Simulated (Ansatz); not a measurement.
H4OPSb, SMILES `O[PH][SbH2]`. The species carries charge 0 and has multiplicity 1. Sb takes the def2 core potential. All single points use the PBE0-D4/def2-TZVP geometry. It is one conformer, not always the lowest.

```xyz
7

O    -0.548    1.507    0.510
P    -1.130   -0.013    0.752
Sb    0.242   -1.497   -0.790
H     0.408    1.556    0.419
H    -0.344   -0.436    1.872
H    -0.263   -0.604   -2.154
H     1.635   -0.513   -0.609
```

(1) What is the dipole moment at B3LYP/def2-TZVPP? (Estimate.)

(2) And with PBE, r2SCAN, ωB97M-V? (Estimate.)

(3) Give the Mulliken charges with B3LYP, ωB97M-V, PBE in def2-TZVPP. (An estimate is asked.)

Results:

(1) Computed: 1.68 D, with components (1.50, -0.75, 0.14) D in this frame, pointing from negative to positive charge.

(2) Ansatz gave: PBE 1.61 D, r2SCAN 1.67 D, ωB97M-V 1.67 D.

(3) Computed: 
```csv
atom,B3LYP,ωB97M-V,PBE
O1,-0.36,-0.35,-0.31
P2,0.09,0.08,0.03
Sb3,0.28,0.16,0.23
H4,0.20,0.19,0.20
H5,0.01,0.04,0.03
H6,-0.09,-0.05,-0.07
H7,-0.12,-0.09,-0.10
```

B3LYP here is the variant with VWN-RPA as its local correlation; programs differ in this.
